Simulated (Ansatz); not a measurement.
A nudged elastic band was laid between two geometries of C3H7B (11 atoms, charge 0, multiplicity 1).

These are results of Ansatz 0.2.0, RKS PBE0/6-31G*, not measurements.

| Item | Value |
| --- | --- |
| movable images | 5 |
| climbing image | yes |
| spring | 5.0 eV/Å² |
| optimiser | quadratic models (default) |
| start path | IDPP |
| force threshold | 0.2 eV/Å |
| iteration limit | 43 |
| end points | relaxed |

Image 0:

```xyz
11
Properties=species:S:1:pos:R:3
B -0.897 0.060 -0.210
C 0.496 1.155 -0.177
C 0.602 -0.006 0.617
C 0.274 -1.248 0.035
H -1.102 -0.025 -1.383
H -1.802 0.211 0.557
H 0.442 2.115 0.327
H 0.902 1.173 -1.183
H 0.442 0.103 1.688
H 0.653 -1.514 -0.946
H 0.054 -2.080 0.696
```

Image 6:

```xyz
11
Properties=species:S:1:pos:R:3
B -0.897 0.060 -0.210
C 0.497 1.155 -0.176
C 0.603 -0.006 0.618
C 0.274 -1.248 0.035
H -1.103 -0.024 -1.384
H -1.802 0.211 0.557
H 0.442 2.115 0.327
H 0.902 1.173 -1.183
H 0.441 0.103 1.688
H 0.054 -2.080 0.696
H 0.654 -1.514 -0.946
```

Question: What changes between the two ends?

Answer: No bond is made or broken. The dihedral C2–C3–C4–H10 goes from 46 to -161°. The two ends are copies of one structure, up to a mirror image or an exchange of like atoms.

Question: What energy profile does the band end with?

Answer: It converged. The highest image is number 4 of 0 to 6, 46.3 kcal/mol above the ends, which have the same energy within 2 meV. The threshold of 0.2 eV/Å is loose, so the images may lie well off the minimum-energy path. Neighbouring images differ by up to 1.6 eV, so the band resolves the path poorly. The order of the stationary point at the top wasn't checked.

| image | path coordinate (Å) | energy (kcal/mol) | dihedral C2–C3–C4–H10 (°) |
| --- | --- | --- | --- |
| 0 | 0.00 | 0.0 | 46 |
| 1 | 1.33 | 5.5 | 6 |
| 2 | 2.66 | 9.6 | 1 |
| 3 | 3.99 | 14.3 | -17 |
| 4 | 5.31 | 46.3 | -76 |
| 5 | 7.03 | 9.8 | -148 |
| 6 | 8.75 | 0.0 | -161 |

Question: What is the geometry of the highest image?

Answer: 
```xyz
11
Properties=species:S:1:pos:R:3:forces:R:3
B -0.616 0.102 -0.873 -0.02 -0.03 -0.01
C 0.210 1.051 0.343 -0.03 -0.01 -0.06
C 0.682 -0.131 0.949 0.03 0.09 0.09
C 0.147 -1.113 0.087 -0.07 -0.03 -0.13
H -0.238 0.117 -2.023 0.03 0.03 0.01
H -1.815 0.249 -0.760 0.01 0.01 -0.02
H -0.016 1.985 0.859 0.03 -0.01 0.04
H 0.774 1.244 -0.593 0.00 -0.02 -0.02
H 1.283 -0.252 1.855 -0.02 0.00 0.01
H -0.944 -1.225 0.290 0.06 -0.01 0.10
H 0.599 -2.085 -0.113 0.00 0.01 -0.01
```

The run took 5 min on 1 thread of Intel(R) Xeon(R) Platinum 8375C CPU @ 2.90GHz (Ice Lake), with other jobs on the host, peak memory 0.16 GiB.
